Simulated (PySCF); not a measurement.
How methods differ on the excitation energy of Pb²⁺

Pb²⁺ [Xe] 4f14 5d10 6s2 (1S) → Pb²⁺ [Xe] 4f14 5d9 6s2 6p1 (high-spin determinant), as a difference of total energies. Calculation: PySCF 2.14, in x2c-TZVPPall (11s7p6d3f, 83 functions); the spin-free X2C one-electron Hamiltonian (Gaussian nucleus). Correlated levels: valence and next inner shell: [Kr] 4d10 4f14 frozen. The calculations carry no spin-orbit coupling.

| method | excitation energy (eV) |
| --- | --- |
| UHF | 20.789 |
| LDA | 21.490 |
| PBE | 21.299 |
| PBE0 | 21.350 |
| r2SCAN | 21.420 |
| BP86 | 21.291 |
| B97-3 | 21.600 |
| wB97X-V | 21.302 |
| MP2 (valence and next inner shell) | 21.766 |
| SCS-MP2 (valence and next inner shell) | 21.685 |

Q: How much does correlation contribute at MP2 (valence and next inner shell)?

A: 21.766 − (20.789) = 0.977 eV, measured against UHF.

A first-order spin-orbit estimate (lowest level to lowest level, LS coupling) adds -0.324 eV.

The basis was made for the ground configuration and has no added diffuse functions, so the excitation energy can come out too high.

The determinant of the upper state mixes LS terms, which raises its energy above the lowest term, most at the Hartree-Fock and MP2 levels.
